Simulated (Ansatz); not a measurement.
Single points on the cluster Nb3O5.

```yaml
crystal:
  periodic: [false, false, false]
  atoms:
    - {symbol: Nb, position_ang: [-0.090514, -0.477289, 1.503755]}
    - {symbol: Nb, position_ang: [-1.402243, 0.405785, -0.837925]}
    - {symbol: Nb, position_ang: [0.830367, -1.117130, -1.328918]}
    - {symbol: O, position_ang: [-1.027573, 2.016552, -1.179568]}
    - {symbol: O, position_ang: [1.837914, 0.128817, -1.846101]}
    - {symbol: O, position_ang: [1.054263, -1.655341, 0.504774]}
    - {symbol: O, position_ang: [-1.895277, -0.154817, 0.975231]}
    - {symbol: O, position_ang: [0.693074, 0.853432, 2.208762]}
basis:
  gaussian: {orbitals: def2-TZVP, initial_orbitals: start.molden}
magnetization: {spin_polarized: true, initial_magnetization: 1}
hamiltonian: {xc: lda}
scf: {omitted_lower_state_checks: [starts]}
output: {orbitals: {seedname: orbitals}}
```

The file start.molden holds the orbitals of an earlier run on this structure, at another level or in another basis.

```sh
$ ansatz run in.yaml --threads 2 --pin off --events-out ev --progress --plain --max-ram 32768MiB --backend cuda --devices 0, --max-vram 18GiB
```

It prints (some lines left out):

```
Functional definition: SPW92
the host takes the grids with the factors
1709 factors; their error is unknown
mean field evaluation 1: about -14819.6258 eV, gradient 3.7e1 eV
mean field evaluation 2: about -14820.3643 eV, gradient 1.3e0 eV
mean field evaluation 4: about -14820.4066 eV, gradient 1.4e-1 eV
mean field evaluation 8: about -14820.4071 eV, gradient 2.8e-5 eV
mean field -14820.40713778 eV, -544.6399166806 hartree, gradient 2.8e-5 eV, S^2 0.753102; 0 other end points of the search recorded, 0 dependent functions left out
reference -14820.40721724 eV, -544.6399196009 hartree; 40, 39 occupied and 235, 236 virtual orbitals, 1709 factors
Total energy: -14820.40721724 eV, -544.6399196009 hartree
Checks for a lower state left out: starts
```

Hardware: 2 threads of AMD EPYC 7R13 on a shared host and a share (18 GiB) of an NVIDIA H100 80GB HBM3. Wall time 15 s, peak host memory 1.1 GiB.

The first input with `gaussian: {orbitals: def2-TZVPD, initial_orbitals: start.molden}`, `hamiltonian: {xc: pbe0, dispersion: d4}` (abridged; 24 s):

```
Functional definition: PBE0
mean field -14887.29224223 eV, -547.0978989328 hartree, gradient 2.3e-6 eV, S^2 0.780894
Total energy: -14887.58169458 eV, -547.1085361106 hartree
Checks for a lower state left out: starts
```

The first input with `gaussian: {orbitals: STO-3G}`, `hamiltonian: {xc: hf}` (abridged; 20 s, on the CPU threads alone):

```
Functional definition: HF
mean field evaluation 16: about -313411.7073 eV, gradient 1.2e-3 eV
mean field -313411.70730397 eV, -11517.6678053356 hartree, gradient 8.9e-6 eV, S^2 2.004495
Total energy: -313411.70730397 eV, -11517.6678053356 hartree
Checks for a lower state left out: starts
```

The first input with `hamiltonian: {xc: pbe}`, `correlation: {method: rpa}` and without the key `output` (abridged; 16 s):

```
Functional definition: PBE
mean field -14892.26414959 eV, -547.2806131581 hartree, gradient 2.3e-6 eV, S^2 0.757382
5 core orbitals not correlated: weight in the atoms' cores, before any rotation towards them, 1.000 or more for the frozen orbitals, at most 0.000 for the correlated occupied ones
Total energy: -14884.86017135 eV, -547.0085219765 hartree
Checks for a lower state left out: starts
```

First input, but with `hamiltonian: {xc: r2scan, dispersion: d4}` (abridged; 13 s):

```
Functional definition: r2SCAN
mean field -14897.73241200 eV, -547.4815680951 hartree, gradient 1.7e-5 eV, S^2 0.778045
Total energy: -14897.81130791 eV, -547.4844674664 hartree
Checks for a lower state left out: starts
```

First input, but with `hamiltonian: {xc: pbe0, dispersion: d4}`, `output: {forces: true, orbitals: {seedname: orbitals}}` (abridged; 24 s):

```
Functional definition: PBE0
mean field -14887.16537482 eV, -547.0932366416 hartree, gradient 7.9e-6 eV, S^2 0.780559
Total energy: -14887.45483748 eV, -547.1038741981 hartree
Atom 0 force    -0.069306    -0.094010    -0.209165 eV/Å
Atom 1 force     0.051450    -0.133398     0.065667 eV/Å
Atom 2 force    -0.128023    -0.008106     0.134201 eV/Å
Atom 3 force    -0.011714     0.052252     0.021882 eV/Å
Atom 4 force     0.065789     0.030787    -0.012876 eV/Å
Atom 5 force     0.036450     0.020680    -0.020898 eV/Å
Atom 6 force     0.019418     0.060161    -0.018192 eV/Å
Atom 7 force     0.035937     0.071634     0.039381 eV/Å
Dipole moment:    -0.645899    -1.584358    -0.307482 e Å
Checks for a lower state left out: starts
```

As the first input, with `gaussian: {orbitals: def2-TZVPD, initial_orbitals: start.molden}`, `hamiltonian: {xc: r2scan, dispersion: d4}` (abridged; 17 s):

```
Functional definition: r2SCAN
mean field -14897.85943405 eV, -547.4862360696 hartree, gradient 2.0e-5 eV, S^2 0.778173
Total energy: -14897.93832575 eV, -547.4891352861 hartree
Checks for a lower state left out: starts
```

Geometry: PBE0-D4/def2-SVP.

In the def2 sets Nb takes a core potential, while STO-3G treats all electrons; there is no spin–orbit coupling. Correlated methods freeze 5 core orbitals; core or outer-core shells of Nb are correlated, in sets that lack core-valence functions. At HF/STO-3G the charge 0 doublet is spin-contaminated (final ⟨S²⟩ up to 2.00, 0.75 for a pure state). The structure comes from a short search, and lower isomers may exist.
